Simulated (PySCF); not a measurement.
Two-component Hartree-Fock for Os(34+) (osmium, charge +34)

Start: [Kr] 4d6; 4d3/2 filled at m_j = -3/2, -1/2, +1/2, +3/2; 4d5/2 filled at m_j = +3/2, +5/2. Calculated with PySCF 2.14 in an uncontracted even-tempered set (17 s from 3.5 bohr⁻², ratio 2.8; 14 p from 4.6 bohr⁻², ratio 2.8; 9 d from 4.6 bohr⁻², ratio 2.8; 3 f from 19 bohr⁻², ratio 3): generalised Hartree-Fock with the X2C-1e Hamiltonian and a Gaussian nucleus; one run each with spin-orbit coupling (SO) switched off, then screened by Boettger's factors.

| spinor shell | electrons | ε, spin-free (eV) | ε, screened SO (eV) | weight of nominal j (screened SO) | rms radius, screened SO (bohr) |
| --- | --- | --- | --- | --- | --- |
| 1s1/2 | 2 | -75644.6 | -75618.6 | 1.000 | 0.0201 |
| 2s1/2 | 2 | -14454.7 | -14445.8 | 1.000 | 0.0810 |
| 2p1/2 | 2 | -12770.1 | -13868.5 | 1.000 | 0.0688 |
| 2p3/2 | 4 | -12770.1 | -12328.7 | 1.000 | 0.0764 |
| 3s1/2 | 2 | -4459.6 | -4456.2 | 1.000 | 0.206 |
| 3p1/2 | 2 | -3955.3 | -4200.9 | 1.000 | 0.197 |
| 3p3/2 | 4 | -3955.3 | -3853.7 | 1.000 | 0.211 |
| 3d3/2 | 4 | -3390.1 | -3435.6 | 1.000 | 0.186 |
| 3d5/2 | 6 | -3390.1 | -3356.5 | 1.000 | 0.190 |
| 4s1/2 | 2 | -1890.1 | -1888.8 | 1.000 | 0.427 |
| 4p1/2 | 2 | -1699.4 | -1780.0 | 0.998 | 0.430 |
| 4p3/2 | 4 | -1699.4 | -1664.9 | 0.999 | 0.460 |
| 4d3/2 | 4 | -1487.3 | -1496.6 | 0.976 | 0.447 |
| 4d5/2 | 2 | -1487.3 | -1475.5 | 0.976 | 0.454 |

| quantity | spin-free | screened SO |
| --- | --- | --- |
| E (hartree) | -16599.81057 | -16623.54567 |
| M_J | 4 | 4 |
| ⟨J²⟩ | 20.001 | 20.013 |
| ⟨L²⟩ | 6.001 | 11.966 |
| ⟨S²⟩ | 6.000 | 3.241 |

Each row is a mean over spinors that exchange with the open shell spreads, by up to 22.846 eV (4p3/2).

Breit and QED terms are absent; they matter most for the inner s and p1/2 levels.

Densities and radii are taken from the X2C orbitals without a picture-change correction, which distorts them close to the nucleus.

Without spin-orbit coupling the j labels of p, d and f shells carry no meaning; the spin-free column gives the mean over the occupied spinors of each nl shell.
